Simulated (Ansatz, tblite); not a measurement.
Removing and adding an electron: CaSi₂. Charge 0, multiplicity 1. Geometry: PBE-D4/def2-TZVP. Ansatz, gas phase; energy differences of separate SCF runs; the oxidised species was run as a doublet alone; the reduced species was run as a doublet alone.

Cartesian coordinates in Å:
```
Ca 1.4829 0.7481 -0.1127
Si -0.5095 -0.9660 -0.8244
Si -0.9734 0.2179 0.9370
```

The xTB rows come from tblite. The structure comes from a short search, and lower isomers may exist.

(1) Estimate orbital energies and vertical ionisation energies and electron affinities at: GFN1-xTB; GFN2-xTB; PBE-D4/def2-TZVP; PBE-D4/def2-TZVPD; r2SCAN-D4/def2-TZVP; r2SCAN-D4/def2-TZVPD; PBE0-D4/def2-TZVP; PBE0-D4/def2-TZVPD.

## Answers

(1) 
```json
{"level": "GFN1-xTB", "−HOMO (eV)": "8.90", "vertical IE (eV)": "10.68", "−LUMO (eV)": "7.22", "vertical EA (eV)": "5.91", "HOMO–LUMO gap (eV)": "1.68", "IE − EA (eV)": "4.77", "remarks": "–"}
{"level": "GFN2-xTB", "−HOMO (eV)": "5.44", "vertical IE (eV)": "8.65", "−LUMO (eV)": "4.06", "vertical EA (eV)": "1.44", "HOMO–LUMO gap (eV)": "1.38", "IE − EA (eV)": "7.21", "remarks": "–"}
{"level": "PBE-D4/def2-TZVP", "−HOMO (eV)": "4.12", "vertical IE (eV)": "6.50", "−LUMO (eV)": "2.87", "vertical EA (eV)": "–", "HOMO–LUMO gap (eV)": "1.25", "IE − EA (eV)": "–", "remarks": "–"}
{"level": "PBE-D4/def2-TZVPD", "−HOMO (eV)": "4.13", "vertical IE (eV)": "–", "−LUMO (eV)": "2.88", "vertical EA (eV)": "1.25", "HOMO–LUMO gap (eV)": "1.25", "IE − EA (eV)": "–", "remarks": "HOMO above zero (-1 doublet)"}
{"level": "r2SCAN-D4/def2-TZVP", "−HOMO (eV)": "4.18", "vertical IE (eV)": "6.40", "−LUMO (eV)": "2.64", "vertical EA (eV)": "–", "HOMO–LUMO gap (eV)": "1.54", "IE − EA (eV)": "–", "remarks": "–"}
{"level": "r2SCAN-D4/def2-TZVPD", "−HOMO (eV)": "4.18", "vertical IE (eV)": "–", "−LUMO (eV)": "2.64", "vertical EA (eV)": "1.34", "HOMO–LUMO gap (eV)": "1.54", "IE − EA (eV)": "–", "remarks": "HOMO above zero (-1 doublet)"}
{"level": "PBE0-D4/def2-TZVP", "−HOMO (eV)": "4.88", "vertical IE (eV)": "6.41", "−LUMO (eV)": "2.42", "vertical EA (eV)": "–", "HOMO–LUMO gap (eV)": "2.45", "IE − EA (eV)": "–", "remarks": "–"}
{"level": "PBE0-D4/def2-TZVPD", "−HOMO (eV)": "4.88", "vertical IE (eV)": "–", "−LUMO (eV)": "2.43", "vertical EA (eV)": "1.36", "HOMO–LUMO gap (eV)": "2.45", "IE − EA (eV)": "–", "remarks": "–"}
```

Run but left out: HF/def2-TZVPP, HF/def2-TZVPD (singlet: restricted singlet, unstable towards broken spin symmetry); MP2/def2-TZVPP, CCSD/def2-TZVPP, CCSD(T)/def2-TZVPP (charge +1 doublet: ⟨S²⟩ 1.64, where a pure state has 0.75); MP2/def2-TZVPD, CCSD/def2-TZVPD, CCSD(T)/def2-TZVPD (charge -1 doublet: ⟨S²⟩ 1.66, where a pure state has 0.75).   A HOMO above zero means that the electron is unbound at that level or that self-interaction error raises the level; the energy of removing that electron tells which. Raw xTB energy differences between charge states are shifted by several eV; the methods need an empirical correction for them.
